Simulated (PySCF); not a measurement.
Br5Nb, multiplicity 1. Atoms are numbered in the order given.

```xyz
6

Nb     0.0000     0.0000     0.0000
Br     2.4252     0.0000     0.0000
Br     0.0000     0.0000     2.4758
Br     0.0000     0.0000    -2.4758
Br    -1.2126    -2.1003     0.0000
Br    -1.2126     2.1003     0.0000
```

Coordinates come from a PBE0-D3(BJ)/def2-SVP optimisation. The spin state was assumed, not searched. The def2 effective core potentials stand for the cores of Nb; spin–orbit coupling is left out.

The numbers are results of PySCF with CAM-B3LYP/def2-TZVP, not measurements.

ESP charges are fitted to the potential on shells at 1.4 to 2.0 van der Waals radii. Atomic charges (e):

```
atom  ESP fit  Löwdin
----  -------  ------
Nb1      0.08   -0.83
Br2      0.03    0.20
Br3     -0.09    0.12
Br4     -0.09    0.12
Br5      0.03    0.20
Br6      0.03    0.20
```
